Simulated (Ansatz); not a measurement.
```yaml
crystal:
  periodic: [false, false, false]
  atoms:
    - {symbol: N, position_ang: [-1.023354, 0.825175, 0.317625]}
    - {symbol: Ti, position_ang: [0.373020, -0.255162, -0.296372]}
    - {symbol: O, position_ang: [0.496515, -1.561116, 0.896253]}
    - {symbol: F, position_ang: [0.204322, -0.739514, -2.073619]}
    - {symbol: Cl, position_ang: [2.203228, 1.053469, -0.010873]}
    - {symbol: H, position_ang: [-1.472614, 0.790469, 1.256548]}
    - {symbol: H, position_ang: [-1.411280, 1.898874, -0.446571]}
    - {symbol: H, position_ang: [0.655870, -2.383851, 0.994142]}
basis:
  gaussian: {orbitals: cc-pVTZ-DK}
total_charge: -1
magnetization: {spin_polarized: true, initial_magnetization: 1}
hamiltonian: {xc: {name: SPW92}}
accuracy: high
relax: {f_tol: 0.001, max_steps: 2}
output: {forces: true}
```

```sh
$ ansatz run in.yaml --threads 4 --pin off --events-out ev --progress --plain --max-ram 10444MiB
```

It prints (some lines left out):

```
Functional definition: SPW92
4440 factors; integrals over basis functions are off by at most 2.3e-9 eV
mean field evaluation 1: about -41959.7568 eV, gradient 5.3e1 eV
mean field evaluation 2: about -41842.1624 eV, gradient 1.4e2 eV
mean field evaluation 4: about -41961.7800 eV, gradient 4.3e1 eV
mean field evaluation 8: about -41970.2508 eV, gradient 4.1e0 eV
mean field evaluation 16: about -41970.3230 eV, gradient 2.4e-3 eV
mean field evaluation 32: about -41970.3230 eV, gradient 6.4e-8 eV
mean field -41970.32297818 eV, -1542.3809209414 hartree, gradient 1.4e-8 eV, S^2 0.752340; 8 other end points of the search recorded, 0 dependent functions left out
reference -41970.32298287 eV, -1542.3809211139 hartree; 34, 33 occupied and 200, 201 virtual orbitals, 4440 factors
relax step   1: F+E_penalty+E_count = -41970.32297818 eV  Δ(F+E_penalty+E_count) = +0.000e0 eV  max|allowed force component| = 9.441e0 eV/Å  Δτ_max = 0.0000 Å  (177 SCF iters, accepted)
4457 factors; integrals over basis functions are off by at most 3.0e-9 eV
mean field -41971.60411376 eV, -1542.4280018054 hartree, gradient 1.5e-8 eV, S^2 0.751961; 0 other end points of the search recorded, 0 dependent functions left out
reference -41971.60411819 eV, -1542.4280019683 hartree; 34, 33 occupied and 200, 201 virtual orbitals, 4457 factors
relax step   2: F+E_penalty+E_count = -41971.60411376 eV  Δ(F+E_penalty+E_count) = -1.281e0 eV  max|allowed force component| = 3.102e0 eV/Å  Δτ_max = 0.1938 Å  (67 SCF iters, accepted)
Error: geometry relaxation did not converge after 2 steps: max|allowed force component| = 3.10e0 eV/Å (threshold 1.0e-3). Raise `relax.max_steps` over both its present limit and 2, loosen `relax.f_tol`, or start from a geometry closer to equilibrium. Where this run's directory can be resumed (`checkpoint.write`), a resume goes on for up to `relax.max_steps` more
```

In this input the relaxation is allowed too few steps for its threshold. No converged result was reached.
